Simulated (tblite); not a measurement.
C7H11Cl.
Atom-mapped SMILES: `[CH2:1]=[C:2]=[C:3]([CH3:4])[C@@H:5]([Cl:6])[CH2:7][CH3:8]` (hydrogens: H9, H10 on C1; H11, H12, H13 on C4; H14 on C5; H15, H16 on C7; H17, H18, H19 on C8)

Computed with GFN2-xTB (tblite), gas phase: L-BFGS steps from a force-field or distance-geometry start until the largest atomic force falls under 0.01 eV/Å.

Step 12: E = -682.6786 eV
```
atom  x, y, z in Å  |  force x, y, z in eV/Å
C1      2.5698   -0.4586    1.4692   -0.055   0.037  -0.057
C2      1.7216   -0.0380    0.5853    0.056  -0.034   0.042
C3      0.9093    0.4005   -0.3326   -0.079   0.115  -0.035
C4      1.3668    1.3430   -1.4125    0.034   0.007  -0.021
C5     -0.5289   -0.0230   -0.4213    0.007  -0.113   0.019
Cl6    -0.5399   -1.5257   -1.4537   -0.122   0.149   0.018
C7     -1.1833   -0.3409    0.9142    0.008  -0.054   0.037
C8     -2.6669   -0.6523    0.7689   -0.040  -0.019  -0.026
H9      2.7563    0.0875    2.3827   -0.037  -0.086  -0.009
H10     3.1258   -1.3739    1.3238    0.001   0.081   0.025
H11     2.4128    1.6001   -1.2738   -0.005   0.077   0.014
H12     0.7535    2.2448   -1.3818    0.108   0.015  -0.023
H13     1.2542    0.8902   -2.3969   -0.064  -0.063   0.030
H14    -1.1235    0.7199   -0.9662    0.119  -0.126  -0.022
H15    -1.0496    0.5177    1.5779    0.018   0.035  -0.068
H16    -0.6651   -1.1885    1.3626    0.013  -0.040   0.069
H17    -2.8120   -1.5575    0.1880    0.022  -0.058  -0.044
H18    -3.1803    0.1586    0.2592   -0.021   0.072   0.006
H19    -3.1304   -0.7946    1.7410    0.037   0.004   0.044
```

Step 13: E = -682.6831 eV
```
atom  x, y, z in Å  |  force x, y, z in eV/Å
C1      2.5676   -0.4569    1.4673    0.007   0.001   0.015
C2      1.7210   -0.0374    0.5836    0.020  -0.007   0.010
C3      0.9082    0.4018   -0.3334   -0.057   0.110   0.025
C4      1.3673    1.3443   -1.4116    0.032  -0.011  -0.019
C5     -0.5280   -0.0234   -0.4165    0.006  -0.166  -0.113
Cl6    -0.5480   -1.5258   -1.4574   -0.098   0.168   0.053
C7     -1.1847   -0.3421    0.9155    0.066  -0.036   0.036
C8     -2.6670   -0.6518    0.7685   -0.039  -0.033  -0.016
H9      2.7439    0.0790    2.3885   -0.030  -0.061  -0.015
H10     3.1340   -1.3645    1.3178   -0.001   0.053   0.021
H11     2.4141    1.5998   -1.2756   -0.006   0.065   0.020
H12     0.7583    2.2482   -1.3862    0.080   0.025  -0.014
H13     1.2516    0.8837   -2.3907   -0.055  -0.049  -0.026
H14    -1.1188    0.7163   -0.9657    0.064  -0.071  -0.027
H15    -1.0491    0.5166    1.5763    0.011   0.076  -0.024
H16    -0.6638   -1.1868    1.3652    0.001  -0.068   0.074
H17    -2.8077   -1.5571    0.1869   -0.005  -0.052  -0.047
H18    -3.1799    0.1607    0.2604   -0.018   0.055   0.006
H19    -3.1288   -0.7955    1.7412    0.022   0.000   0.039
```

Step 14: E = -682.6873 eV
```
atom  x, y, z in Å  |  force x, y, z in eV/Å
C1      2.5653   -0.4552    1.4655    0.050  -0.027   0.069
C2      1.7203   -0.0368    0.5818   -0.017   0.023  -0.022
C3      0.9065    0.4048   -0.3331   -0.011   0.067   0.070
C4      1.3682    1.3453   -1.4114    0.017  -0.018  -0.014
C5     -0.5272   -0.0265   -0.4138    0.008  -0.141  -0.165
Cl6    -0.5577   -1.5227   -1.4598   -0.065   0.122   0.047
C7     -1.1849   -0.3437    0.9174    0.086  -0.014   0.023
C8     -2.6675   -0.6518    0.7680   -0.013  -0.035   0.000
H9      2.7304    0.0692    2.3947   -0.022  -0.027  -0.007
H10     3.1428   -1.3541    1.3118    0.002   0.014   0.013
H11     2.4153    1.6004   -1.2770   -0.005   0.040   0.018
H12     0.7646    2.2518   -1.3908    0.045   0.038  -0.012
H13     1.2479    0.8763   -2.3854   -0.037  -0.028  -0.058
H14    -1.1133    0.7118   -0.9657    0.000  -0.009  -0.031
H15    -1.0482    0.5170    1.5743    0.005   0.083  -0.002
H16    -0.6623   -1.1865    1.3690   -0.017  -0.071   0.072
H17    -2.8035   -1.5575    0.1848   -0.032  -0.024  -0.034
H18    -3.1797    0.1637    0.2616   -0.002   0.014   0.016
H19    -3.1269   -0.7964    1.7420    0.009  -0.006   0.017
```

Question: Estimate the geometry and energy of step 15. (The exact step hangs on the optimiser's Hessian estimate; all steps are aligned on step 14, rigid shifts and turns removed.)

Answer: E = -682.6899 eV, largest force 0.121 eV/Å
```
atom  x, y, z in Å  |  force x, y, z in eV/Å
C1      2.5641   -0.4543    1.4651    0.046  -0.031   0.069
C2      1.7200   -0.0362    0.5807   -0.025   0.032  -0.022
C3      0.9051    0.4081   -0.3317    0.022   0.016   0.063
C4      1.3690    1.3457   -1.4115    0.000  -0.013  -0.012
C5     -0.5265   -0.0311   -0.4148    0.008  -0.052  -0.109
Cl6    -0.5658   -1.5186   -1.4607   -0.036   0.041   0.010
C7     -1.1837   -0.3449    0.9188    0.062  -0.002   0.004
C8     -2.6677   -0.6522    0.7676    0.019  -0.025   0.012
H9      2.7201    0.0618    2.3993   -0.012   0.001   0.014
H10     3.1495   -1.3464    1.3075    0.009  -0.016   0.008
H11     2.4162    1.6014   -1.2778   -0.006   0.015   0.009
H12     0.7699    2.2550   -1.3943    0.020   0.036  -0.015
H13     1.2447    0.8705   -2.3825   -0.018  -0.003  -0.055
H14    -1.1096    0.7087   -0.9662   -0.040   0.024  -0.028
H15    -1.0475    0.5189    1.5730    0.005   0.056  -0.014
H16    -0.6616   -1.1875    1.3730   -0.031  -0.048   0.059
H17    -2.8011   -1.5582    0.1827   -0.046   0.006  -0.014
H18    -3.1796    0.1659    0.2629    0.016  -0.023   0.028
H19    -3.1255   -0.7973    1.7429    0.005  -0.012  -0.007
```

The energy changes by -0.0026 eV. The first-order estimate −F·Δx gives -0.0039 eV and the mean of the old and new forces, exact on a quadratic surface, -0.0026 eV. The step makes an angle of 64° with the force vector and moves no atom by more than 0.013 Å.

The cost below is that of the whole relaxation. Time: 1.4 s. Hardware: one thread, Intel Xeon Platinum 8259CL at 2.50 GHz (x86_64), no GPU, shared host with 96 logical CPUs at a one-minute load of 50.
